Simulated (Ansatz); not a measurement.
A run for Ansatz (a program for electronic structure): R-RI-MP2/def2-QZVPP on CH6OSn (SMILES [CH3][SnH2][OH]), a point of a torsion scan. Elements past Kr take the def2 small-core potentials; no spin–orbit coupling. Files ending in .json are basis or fitting sets from the Basis Set Exchange. The run froze 11 orbitals, filled d shells among them.

Ansatz 0.2 input:
```yaml
crystal:
  periodic: [false, false, false]
  atoms:
    - {symbol: C, position_ang: [-1.41730134, 0.34331731, 0.07257891]}
    - {symbol: Sn, position_ang: [0.56314629, -0.46239253, -0.06126158]}
    - {symbol: O, position_ang: [1.31435746, 0.56602288, -1.55625583]}
    - {symbol: H, position_ang: [-2.04586386, -0.10989690, -0.68627804]}
    - {symbol: H, position_ang: [-1.36396599, 1.41145980, -0.10437906]}
    - {symbol: H, position_ang: [-1.85001169, 0.15934597, 1.04919137]}
    - {symbol: H, position_ang: [1.57843215, -0.19953140, 1.26639669]}
    - {symbol: H, position_ang: [0.69769765, -2.09936830, -0.46975926]}
    - {symbol: H, position_ang: [2.19845458, 0.35215735, -1.84367856]}
basis:
  gaussian:
    orbitals: def2-QZVPP.json
    fitting: {mean_field: def2-universal-JKFIT, correlation: def2-QZVPP-RIFIT.json}
magnetization: {spin_polarized: false}
correlation: {method: mp2, electrons: outside_noble_gas}
scf: {lower_state_search: off}
```

The head of its log:

```
WARN ansatz: RAYON_NUM_THREADS=1 ignored (pool sized by the plan → 1); use --threads N
Functional definition: HF
these checks for a lower state are left out or cut short: stability, starts, cluster_reference, orbital_swaps, neighbouring_geometries, increment
integrals: 0.52 GiB planned
478 factors; integrals over basis functions are off by at most 2.7e0 eV
mean field: 0.82 GiB planned
mean field evaluation 1: about -8965.3400 eV, gradient 4.7e1 eV
mean field evaluation 2: about -8967.9118 eV, gradient 3.3e1 eV
mean field evaluation 4: about -8969.7780 eV, gradient 1.3e0 eV
mean field -8969.78343300 eV, -329.6334612250 hartree, gradient 1.3e-6 eV, S^2 0.000000; 0 other end points of the search recorded, 0 dependent functions left out
11 core orbitals not correlated
894 factors; their error is unknown
reference -8969.78343300 eV, -329.6334612250 hartree; 10, 10 occupied and 355, 355 virtual orbitals, 894 factors
```

Problem. What total energy does the run end on?

Solution. -330.2158 hartree.
